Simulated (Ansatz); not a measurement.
Ansatz (a first-principles code) input (PBE0/def2-QZVPP):
A basis named .json is the Basis Set Exchange file of that set.

Ansatz 0.2 input:
```yaml
crystal:
  periodic: [false, false, false]
  atoms:
    - {symbol: C, position_ang: [-0.04527910, -1.26284629, 0.15458415]}
    - {symbol: C, position_ang: [1.15597018, -0.42435848, 0.44466028]}
    - {symbol: C, position_ang: [0.80066874, 0.94452597, -0.17000467]}
    - {symbol: C, position_ang: [-0.73052741, 1.01173433, -0.06945981]}
    - {symbol: C, position_ang: [-1.18682973, -0.43632249, -0.33930491]}
    - {symbol: H, position_ang: [-0.08372137, -2.33501138, 0.28582714]}
    - {symbol: H, position_ang: [1.31960781, -0.32487653, 1.52908959]}
    - {symbol: H, position_ang: [2.08373433, -0.84327456, 0.04198202]}
    - {symbol: H, position_ang: [1.10150126, 0.96103165, -1.22102356]}
    - {symbol: H, position_ang: [1.29744853, 1.77840980, 0.32690072]}
    - {symbol: H, position_ang: [-1.17150216, 1.73426804, -0.75688521]}
    - {symbol: H, position_ang: [-1.02035610, 1.30212846, 0.94399168]}
    - {symbol: H, position_ang: [-1.35240040, -0.58971751, -1.41713477]}
    - {symbol: H, position_ang: [-2.13832796, -0.67935617, 0.14440216]}
basis:
  gaussian:
    orbitals: def2-QZVPP.json
hamiltonian:
  xc: {name: PBE0}
magnetization: {spin_polarized: true, initial_magnetization: 1}
```

End of the output:

```
integrals: 0.81 GiB planned
1429 factors; their error is unknown
0.82 GiB of the device are held for the grids
4.03 GiB of device memory are held for the factors and their scratch space
mean field: 7.02 GiB planned
mean field evaluation 1: about -5314.0568 eV, gradient 5.0e1 eV
mean field evaluation 2: about -5302.9491 eV, gradient 6.9e1 eV
mean field evaluation 4: about -5326.2218 eV, gradient 1.4e0 eV
mean field evaluation 8: about -5326.2359 eV, gradient 3.2e-2 eV
mean field evaluation 16: about -5326.2324 eV, gradient 1.1e-4 eV
mean field -5326.23238493 eV, -195.7354298963 hartree, gradient 3.5e-5 eV, S^2 0.755515; 0 other end points of the search recorded, 0 dependent functions left out
reference -5326.23242649 eV, -195.7354314235 hartree; 20, 19 occupied and 535, 536 virtual orbitals, 1429 factors
Total energy: -5326.23242649 eV, -195.7354314235 hartree
```

It need not be the lowest isomer of its formula.
